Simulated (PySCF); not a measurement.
Compound: C8H13NSn.
Numbering: `[CH3:1][Sn:2]([CH3:3])([CH3:4])[c:5]1[cH:6][cH:7][cH:8][cH:9][n:10]1` (hydrogens: H11, H12, H13 on C1; H14, H15, H16 on C3; H17, H18, H19 on C4; H20 on C6; H21 on C7; H22 on C8; H23 on C9)

Structure used (PBE0-D3(BJ)/def2-SVP), in Å, numbered top down from 1:
```xyz
23
C8H13NSn angstrom
C     -2.156   -1.384   -1.193
Sn    -1.299    0.159    0.036
C     -1.923   -0.095    2.079
C     -1.792    2.129   -0.690
C      0.845   -0.113   -0.023
C      1.768    0.865   -0.415
C      3.128    0.561   -0.407
C      3.524   -0.712   -0.007
C      2.536   -1.623    0.367
N      1.237   -1.338    0.360
H     -1.617   -2.321   -0.993
H     -2.052   -1.135   -2.259
H     -3.221   -1.524   -0.961
H     -3.019   -0.061    2.159
H     -1.495    0.695    2.712
H     -1.566   -1.070    2.441
H     -1.383    2.901   -0.021
H     -2.884    2.254   -0.739
H     -1.380    2.281   -1.699
H      1.422    1.855   -0.724
H      3.869    1.307   -0.708
H      4.578   -0.999    0.017
H      2.812   -2.635    0.687
```

Theory: PySCF 2.14.0, PBE0-D3(BJ)/def2-SVP geometry optimisation, gas phase, def2 core potentials past Kr.

Take the most abundant isotopes and a rigid rotor. 

**Question.** Give the principal moments of inertia and the rotational constants in GHz.

**Answer.** Ia = 294.15, Ib = 939.97, Ic = 1027.95 u·Å²; 505379 MHz·u·Å²/I gives 1718, 537.7 and 491.6 MHz, that is A = 1.7181, B = 0.5377, C = 0.4916 GHz.

**Question.** What kind of rotor is it?

**Answer.** A near-prolate asymmetric top: κ = (2 × 537.7 − 1718 − 491.6)/(1718 − 491.6) = -0.92.

**Question.** What does the inertial defect say?

**Answer.** Not planar: Δ = Ic − Ia − Ib = -206.17 u·Å². For a rigid frame Δ = −2 Σ m c², so Σ m c² = 103.09 u·Å² lies off the ab plane: 28.58 from hydrogen and 74.51 from heavier atoms. The atom farthest from that plane is 2.69 Å away.

**Question.** Give the other two planar moments, Paa and Pbb, and the rms extents of the mass along the axes.

**Answer.** Paa = Σ m a² = (Ib + Ic − Ia)/2 = 836.88 and Pbb = Σ m b² = (Ia + Ic − Ib)/2 = 191.07 u·Å². With the mass M = 243.01 u, the rms extents √(P/M) along a, b and c are 1.86, 0.89, 0.65 Å.

**Question.** Which lines would a microwave search look for?

**Answer.** The dipole components are |μa| = 0.78 D, |μb| = 1.45 D, |μc| = 0.00 D. The squared components, which scale the intensities, stand as 0.29 : 1.00 : 0.00 (a : b : c). Some lines, for components of 0.1 D or more:

```csv
type,branch,"J(Ka,Kc)",MHz,lower level (cm⁻¹)
b,R,"2(0,2) ← 1(1,1)",877,0.074
a,R,"1(0,1) ← 0(0,0)",1029,0.000
b,Q,"1(1,0) ← 1(0,1)",1226,0.034
b,Q,"3(1,2) ← 3(0,3)",1347,0.206
b,R,"3(0,3) ← 2(1,2)",1947,0.141
a,R,"2(1,2) ← 1(1,1)",2013,0.074
a,R,"2(1,1) ← 1(1,0)",2105,0.075
b,R,"1(1,1) ← 0(0,0)",2210,0.000
a,R,"3(1,3) ← 2(1,2)",3018,0.141
a,R,"3(0,3) ← 2(0,2)",3083,0.103
a,R,"3(2,2) ← 2(2,1)",3088,0.264
a,R,"3(1,2) ← 2(1,1)",3156,0.145
b,R,"2(1,2) ← 1(0,1)",3193,0.034
b,Q,"3(2,1) ← 3(1,2)",3480,0.251
b,Q,"2(2,0) ← 2(1,1)",3543,0.145
b,Q,"2(2,1) ← 2(1,2)",3679,0.141
b,Q,"3(2,2) ← 3(1,3)",3749,0.242
b,R,"3(1,3) ← 2(0,2)",4154,0.103
b,R,"2(2,1) ← 1(1,0)",5646,0.075
b,R,"2(2,0) ← 1(1,1)",5693,0.074
b,Q,"3(3,0) ← 3(2,1)",6011,0.367
b,Q,"3(3,1) ← 3(2,2)",6018,0.367
b,R,"3(2,2) ← 2(1,1)",6629,0.145
b,R,"3(2,1) ← 2(1,2)",6774,0.141
b,R,"3(3,1) ← 2(2,0)",9105,0.264
b,R,"3(3,0) ← 2(2,1)",9106,0.264
```

Not checked by PBE0-D3(BJ)/def2-SVP frequencies. Constants of a rigid frame at the computed geometry: no zero-point averaging, no centrifugal distortion. A rigid rotor knows nothing of internal rotation, which can split or shift real lines. Quadrupole hyperfine structure (14N) is left out.
